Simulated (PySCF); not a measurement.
CH9N3Ti, SMILES [NH2][Ti]([NH2])([NH2])[CH3], multiplicity 1.

Geometry: PBE0-D3(BJ)/def2-SVP. The spin state was assumed, not searched. Other conformers were not sampled.

Calculation: ωB97X/def2-TZVP (PySCF).

Gas-phase values at a fixed geometry.

Estimate the frontier levels, gap, dipole moment and polarisability. (The exact figures need the calculation; the answer reports its results.)


```
Property                                                                                                        Value
---------------------------------------------------------------------------------------------  ----------------------
highest occupied level                                                                                       -9.41 eV
lowest empty level                                                                                            1.57 eV
orbital gap                                                                                                  10.98 eV
dipole moment                                                                                                  1.09 D
quadrupole, principal values (traceless, Buckingham form, about the centre of nuclear charge)   -9.97, 4.99, 4.99 D·Å
mean static polarisability                                                                      75.7 bohr³ (11.22 Å³)
polarisability, principal values                                                               74.6, 74.6, 77.8 bohr³
```
